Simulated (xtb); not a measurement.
BiCl2 (SMILES [Cl][Bi][Cl]), doublet, from a rough starting geometry (GFN-xTB shapes and energies of metal compounds can be far from the true ones) (the spin is typed, not shown lowest); GFN2-xTB run with xtb.

Input for xtb:
```
$ xtb mol.xyz --gfn 2 --uhf 1 --opt vtight --json

# file mol.xyz
3

Bi     0.77735168    -0.06096929     0.84640923
Cl     1.02334402     0.37586200    -1.56401158
Cl    -1.72268969    -0.30683996     0.72226839
```

What the program printed (banner, timings and long lists left out):

```
   ID    Z sym.   atoms
    1   83 Bi     1
    2   17 Cl     2, 3

           -------------------------------------------------
          |                Calculation Setup                |
           -------------------------------------------------

           -------------------------------------------------
          |                 G F N 2 - x T B                 |
           -------------------------------------------------

          ...................................................
          :                      SETUP                      :
          :.................................................:
          :  # basis functions                  24          :
          :  # atomic orbitals                  22          :
          :  # shells                            8          :
          :  # electrons                        19          :
          :  max. iterations                   250          :
          :  Hamiltonian                  GFN2-xTB          :
          :  restarted?                      false          :
          :  GBSA solvation                  false          :
          :  PC potential                    false          :
          :  electronic temp.          300.0000000     K    :
          :  accuracy                    1.0000000          :
          :  -> integral cutoff          0.2500000E+02      :
          :  -> integral neglect         0.1000000E-07      :
          :  -> SCF convergence          0.1000000E-05 Eh   :
          :  -> wf. convergence          0.1000000E-03 e    :
          :  Broyden damping             0.4000000          :
          :  net charge                          0          :
          :  unpaired electrons                  1          :
          ...................................................

 iter      E             dE          RMSdq      gap      omega  full diag
   1    -11.5129394 -0.115129E+02  0.110E+01    3.45       0.0  T
   2    -11.5140063 -0.106685E-02  0.585E+00    3.16       1.0  T
   3    -11.5142952 -0.288927E-03  0.643E-01    2.86       1.0  T
   4    -11.5143301 -0.349294E-04  0.335E-01    2.85       1.0  T
   5    -11.5143515 -0.213605E-04  0.148E-01    2.85       1.0  T
   6    -11.5143583 -0.680620E-05  0.915E-02    2.86       1.0  T
   7    -11.5143652 -0.693976E-05  0.377E-02    2.86       1.5  T
   8    -11.5143655 -0.290498E-06  0.364E-02    2.86       1.6  T
   9    -11.5143656 -0.631331E-07  0.122E-02    2.86       4.7  T
[...]
         :: total energy             -11.513141914476 Eh    ::
 * total energy  :   -11.5131419 Eh     change       -0.3360867E-11 Eh
 * total energy  :   -11.5117585 Eh     change        0.1383443E-02 Eh
 * total energy  :   -11.5132895 Eh     change       -0.1531009E-02 Eh
 * total energy  :   -11.5125446 Eh     change        0.7448617E-03 Eh
 * total energy  :   -11.5133805 Eh     change       -0.8359141E-03 Eh
 * total energy  :   -11.5133807 Eh     change       -0.1368506E-06 Eh
 * total energy  :   -11.5133808 Eh     change       -0.1639219E-06 Eh
 * total energy  :   -11.5133808 Eh     change       -0.5304969E-08 Eh
   *** GEOMETRY OPTIMIZATION CONVERGED AFTER 8 ITERATIONS ***
         :: total energy             -11.513380839090 Eh    ::
[...]
        17                          0.0264233               0.7190
        18                          0.0264339               0.7193
        19                          0.0264677               0.7202
        20                          0.0273084               0.7431
        21                          0.0364408               0.9916
        22                          0.0527627               1.4357
      -------------------------------------------------------------
                  HL-Gap            0.1114083 Eh            3.0316 eV
             Fermi-level           -0.3309904 Eh           -9.0067 eV

     #   Z          covCN         q      C6AA      α(0)
     1  83 Bi       1.621     0.592   479.700    43.178
     2  17 Cl       0.811    -0.296   108.514    15.936
     3  17 Cl       0.811    -0.296   108.514    15.936

 Mol. C6AA /au·bohr⁶  :       1806.090679
 Mol. C8AA /au·bohr⁸  :     151995.842778
 Mol. α(0) /au        :         75.048833

Wiberg/Mayer (AO) data.
largest (>0.10) Wiberg bond orders for each atom

 ---------------------------------------------------------------------------
     #   Z sym  total        # sym  WBO       # sym  WBO       # sym  WBO
 ---------------------------------------------------------------------------
     1  83 Bi   1.971 --     3 Cl   0.986     2 Cl   0.986
     2  17 Cl   1.041 --     1 Bi   0.986
     3  17 Cl   1.041 --     1 Bi   0.986
 ---------------------------------------------------------------------------

Topologies differ in total number of bonds
Writing topology from bond orders to xtbtopo.mol

molecular dipole:
                 x           y           z       tot (Debye)
 q only:        1.229      -0.112       1.429
   full:        1.234      -0.113       1.435       4.819
molecular quadrupole (traceless):
                xx          xy          yy          xz          yz          zz
 q only:       -2.065      -1.612       2.097       6.627       1.133      -0.032
  q+dip:       -2.283      -1.853       2.131       7.857       1.247       0.152
   full:       -1.497      -1.572       0.669       7.682       0.847       0.828

optimized geometry written to: xtbopt.xyz

           -------------------------------------------------
          | TOTAL ENERGY              -11.513380839090 Eh   |
          | GRADIENT NORM               0.000023137976 Eh/α |
          | HOMO-LUMO GAP               3.031574981673 eV   |
           -------------------------------------------------

normal termination of xtb
```
